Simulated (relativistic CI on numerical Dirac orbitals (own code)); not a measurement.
Slater and spin-orbit integrals, Ga¹⁵⁺

Computed by Dirac-Coulomb-Breit CI, KLI orbitals optimised for each configuration, model QED (radiative potential, 1s self-energy scaled to tabulated hydrogen-like ionisation energies), unscaled Slater integrals (own radial code, finite nucleus).

Slater integrals F^k, G^k are unscaled and averaged over j, outside the closed core [Ne]; ζ comes from projecting the Hamiltonian with its Breit term on Σ l·s of the shell.

- 3s²3p⁴: F^2(3p,3p) = 178620, ζ(3p) = 28345 cm⁻¹; <r>(3p) = 0.56, <r^2>(3p) = 0.3613 (bohr units).
- 3s3p⁵: G^1(3s,3p) = 230000, ζ(3p) = 28314 cm⁻¹; <r>(3s) = 0.5667, <r^2>(3s) = 0.3652, <r>(3p) = 0.5607, <r^2>(3p) = 0.3622 (bohr units).
- 3s²3p³3d: F^2(3p,3p) = 178360, ζ(3p) = 28305, F^2(3p,3d) = 177680, G^1(3p,3d) = 199540, G^3(3p,3d) = 130510, ζ(3d) = 2755.8 cm⁻¹; <r>(3p) = 0.5608, <r^2>(3p) = 0.3624, <r>(3d) = 0.5176, <r^2>(3d) = 0.3123 (bohr units).

Averages of the first 10 configurations, taken without configuration mixing, which lowers the lowest level and can move excited configurations by several eV; other configurations of the list can lie among them:

| Configuration | Parity | States | Average energy above the lowest level (eV) |
| --- | --- | --- | --- |
| 3s²3p⁴ | even | 15 | 10.4 |
| 3s3p⁵ | odd | 12 | 69.0 |
| 3s²3p³3d | odd | 200 | 86.8 |
| 3p⁶ | even | 1 | 135.3 |
| 3s3p⁴3d | even | 300 | 141.9 |
| 3p⁵3d | odd | 60 | 204.8 |
| 3s3p³3d² | odd | 1800 | 217.4 |
| 3s²3p³4s | odd | 40 | 267.4 |
| 3s²3p²3d4p | odd | 900 | 364.0 |
| 3p⁵4s | odd | 12 | 387.3 |
